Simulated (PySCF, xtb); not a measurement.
Sb(Br)(Me)2 (C₂H₆BrSb), SMILES [CH3][Sb]([CH3])[Br].

Harmonic wavenumbers (cm⁻¹) from GFN2-xTB in xtb 6.7.1 at its own minimum, in rising order: 86, 109, 130, 139, 181, 232, 496, 505, 742, 760, 766, 801, 1281, 1289, 1450, 1458, 1464, 1469, 3020, 3027, 3044, 3044, 3045, 3048.

Question: What does PBE0-D3(BJ)/def2-SVP run with PySCF 2.14.0 give at its own minimum? (Estimate from the structure and the level; the computed values follow.)

Answer: 106, 124, 135, 144, 187, 247, 521, 523, 725, 751, 766, 839, 1211, 1225, 1415, 1424, 1425, 1437, 3064, 3064, 3183, 3183, 3202, 3202. Paired by order, the mean absolute difference is 46 cm⁻¹ and the zero-point energies are 45.2 and 45.9 kcal/mol.
